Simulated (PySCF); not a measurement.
BrF₄Ta, multiplicity 1. Atoms are numbered in the order given.

```xyz
6

Ta     0.0000     0.0000    -0.4536
F      0.0000    -1.8363    -0.8994
F      0.0000     1.8363    -0.8994
F      1.7687     0.0000    -1.0958
F     -1.7687     0.0000    -1.0958
Br     0.0000     0.0000     1.9722
```
Charge 0, spin multiplicity 1.

Geometry: PBE-D3(BJ)/def2-SVP. The multiplicity is an assumed one; other spin states were not compared. The def2 effective core potentials stand for the cores of Ta; spin–orbit coupling is left out.

Vertical ionisation energy (IE) and electron affinity (EA) in eV. Rows of orbital energies are one-electron estimates. Where ΔSCF, EOM or ADC give a negative EA the extra electron is unbound and the value depends on the basis.

```
level                                          IE    EA
------------------------------------------  -----  ----
−ε(HOMO), −ε(LUMO), PBE0/def2-TZVP (PySCF)  10.17  3.00
−ε(HOMO), −ε(LUMO), PBE/def2-TZVP (PySCF)       …     …
```

Task: Fill in the missing entries. (An estimate is asked for; the answer gives what the named calculation found.)

Result: 
- −ε(HOMO), −ε(LUMO), PBE/def2-TZVP (PySCF), IE: 8.75
- −ε(HOMO), −ε(LUMO), PBE/def2-TZVP (PySCF), EA: 3.67
